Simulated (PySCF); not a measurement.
I3Pb (SMILES [I][Pb-]([I])[I]), charge -1, singlet, geometry from GFN2-xTB (such geometries of metal compounds can be far from the true shape) (core potentials on I, Pb); DF-PW6B95/def2-SVP (PySCF).

PySCF was given this input:
```python
from pyscf import gto, scf, dft

mol = gto.Mole()
mol.atom = '''
    Pb   -0.00801113   -0.00941235    0.81054775
    I     0.42898299   -2.52528977   -0.44320013
    I     1.98287322    1.63760001   -0.37950125
    I    -2.39946163    0.90225226   -0.43135362
'''
mol.basis = 'def2-svp'
mol.ecp = {'I': 'def2-svp', 'Pb': 'def2-svp'}
mol.charge = -1
mol.verbose = 4
mol.build()

mf = dft.RKS(mol)
mf.xc = 'pw6b95'
mf = mf.density_fit(auxbasis='def2-universal-jkfit')
mf.kernel()
mf.analyze()
```

What the program printed (banner, timings and long lists left out):

```
PySCF version 2.14.0

[INPUT] verbose = 4
[INPUT] num. atoms = 4
[INPUT] num. electrons = 98
[INPUT] charge = -1
[INPUT] spin (= nelec alpha-beta = 2S) = 0
[INPUT] symmetry False subgroup None
[INPUT] Mole.unit = angstrom
[INPUT] Symbol           X                Y                Z      unit          X                Y                Z       unit  Magmom
[...]
nuclear repulsion = 530.207128487009
number of shells = 40
number of NR pGTOs = 244
number of NR cGTOs = 104
basis = def2-svp
ecp = {'I': 'def2-svp', 'Pb': 'def2-svp'}

******** <class 'pyscf.df.df_jk.DFRKS'> ********
method = DFRKS
initial guess = minao
damping factor = 0
level_shift factor = 0
DIIS = <class 'pyscf.scf.diis.CDIIS'>
diis_start_cycle = 1
diis_space = 8
diis_damp = 0
SCF conv_tol = 1e-09
SCF conv_tol_grad = None
SCF max_cycles = 50
direct_scf = False
XC library pyscf.dft.libxc version 7.1.2
    S. Lehtola, C. Steigemann, M. J. T. Oliveira, and M. A. L. Marques,  SoftwareX 7, 1–5 (2018)
XC functionals = pw6b95
    Y. Zhao and D. G. Truhlar,  J. Phys. Chem. A 109, 5656 (2005)
radial grids:
    Treutler-Ahlrichs [JCP 102, 346 (1995); DOI:10.1063/1.469408] (M4) radial grids

becke partition: Becke, JCP 88, 2547 (1988); DOI:10.1063/1.454033
pruning grids: <function nwchem_prune>
grids dens level: 3
symmetrized grids: False
atomic radii adjust function: <function treutler_atomic_radii_adjust>
small_rho_cutoff = 0
Set gradient conv threshold to 3.16228e-05
Initial guess from minao.
tot grids = 89104
******** <class 'pyscf.df.df.DF'> ********
auxbasis = def2-universal-jkfit
init E= -967.174461067989
[...]
cycle= 1 E= -1082.45914965178  delta_E= -115  |g|= 5.08  |ddm|= 19.8
[...]
cycle= 2 E= -1083.85608804263  delta_E= -1.4  |g|= 3.73  |ddm|= 14.1
[...]
cycle= 3 E= -1086.73127797041  delta_E= -2.88  |g|= 0.613  |ddm|= 6.38
[...]
cycle= 4 E= -1086.81480964234  delta_E= -0.0835  |g|= 0.427  |ddm|= 2.01
[...]
cycle= 5 E= -1086.88523985534  delta_E= -0.0704  |g|= 0.0993  |ddm|= 0.849
[...]
cycle= 6 E= -1086.88866025038  delta_E= -0.00342  |g|= 0.0221  |ddm|= 0.183
[...]
cycle= 7 E= -1086.88882929462  delta_E= -0.000169  |g|= 0.00425  |ddm|= 0.0397
[...]
cycle= 8 E= -1086.88883623  delta_E= -6.94e-06  |g|= 0.000661  |ddm|= 0.00851
[...]
cycle= 9 E= -1086.88883640971  delta_E= -1.8e-07  |g|= 0.000114  |ddm|= 0.00167
[...]
cycle= 10 E= -1086.88883641661  delta_E= -6.89e-09  |g|= 2.94e-05  |ddm|= 0.000376
[...]
cycle= 11 E= -1086.88883641716  delta_E= -5.48e-10  |g|= 3.18e-06  |ddm|= 0.000106
[...]
Extra cycle  E= -1086.88883641715  delta_E= 5.46e-12  |g|= 4.28e-06  |ddm|= 1.72e-05
converged SCF energy = -1086.88883641715
**** SCF Summaries ****
Total Energy =                       -1086.888836417150287
Nuclear Repulsion Energy =             530.207128487009300
One-electron Energy =                -2966.969859841690322
Two-electron Energy =                 1349.873894937530849
Two-electron Coulomb Energy =         1433.652863184645867
DFT Exchange-Correlation Energy =      -83.778968247114960
HOMO-LUMO gap [eV] =                     4.910550695996749
**** MO energy ****
[...]
WARN: System has nonzero charge -1; the dipole moment is origin-dependent.
Location of origin: [0. 0. 0.]

Dipole moment(X, Y, Z, Debye): -0.03257, -0.03747,  3.23735
```
